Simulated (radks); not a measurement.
Calculated with a radial shooting solver on a logarithmic mesh with Libxc functionals: non-relativistic Kohn-Sham, LDA (Slater exchange, Perdew-Wang correlation), spin-unpolarised, spherical densities, point nucleus. Response by self-consistent Sternheimer equations with the Hartree and adiabatic LDA kernel. For heavy and open-shell atoms this level of theory can miss by tens of per cent. Rank Ti2+, Sc+, Ni8+, Ca, Co7+, Mn5+, Fe6+, Cr4+, V3+ (NIST ground configurations) by static dipole polarisability, largest first.

Answer. Ca 148.6, Sc+ 53.33, Ti2+ 5.332, V3+ 2.317, Cr4+ 1.378, Mn5+ 0.9339, Fe6+ 0.6779, Co7+ 0.5139, Ni8+ 0.4016 bohr^3.
